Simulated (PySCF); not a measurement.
# Dipole response of Ar²⁺ (argon, charge +2)

[Ne] 3s2 3p4, high-spin 3P determinant. Computed with PySCF 2.14 in dyall-av3z, with the spin-free X2C one-electron Hamiltonian (Gaussian nucleus). Coupled (time-dependent) response in atomic units; α is the mean over directions.

```json
{"method": "UHF", "mean α (bohr³)": "4.723", "α xx, yy, zz": "4.790, 4.590, 4.790", "C₆ (like pair)": "16.65", "S(−4)": "5.287"}
{"method": "PBE", "mean α (bohr³)": "4.764", "α xx, yy, zz": "4.796, 4.699, 4.796", "C₆ (like pair)": "16.82", "S(−4)": "5.376"}
{"method": "PBE0", "mean α (bohr³)": "4.729", "α xx, yy, zz": "4.771, 4.645, 4.771", "C₆ (like pair)": "16.66", "S(−4)": "5.278"}
{"method": "PW91", "mean α (bohr³)": "4.761", "α xx, yy, zz": "4.793, 4.697, 4.793", "C₆ (like pair)": "16.80", "S(−4)": "5.379"}
{"method": "BLYP", "mean α (bohr³)": "4.780", "α xx, yy, zz": "4.809, 4.724, 4.809", "C₆ (like pair)": "16.89", "S(−4)": "5.410"}
```

S(−4) is the Cauchy moment in α(ω) = α(0) + S(−4) ω² + …

α(iu) at PBE:

```
u (hartree)  α(iu) (bohr³)
          0          4.764
     0.0500          4.750
      0.100          4.711
      0.200          4.560
      0.300          4.332
      0.500          3.748
      0.750          2.987
       1.00          2.341
       1.50          1.467
       2.00         0.9758
       3.00         0.5111
       5.00         0.2135
```

A single London oscillator, α(iu) = α/(1 + u²/ω²), gives C₆ = (3/4) ω α². Matching the computed C₆ needs ω = 4 × 16.82 / (3 × 4.764²) = 0.988 hartree.

For an ion, C₆ is the dispersion term alone; charge-induced terms of lower order in 1/R come first.

The components differ because the open shell of this determinant is not spherical; for a pure term their mean is the scalar polarisability.
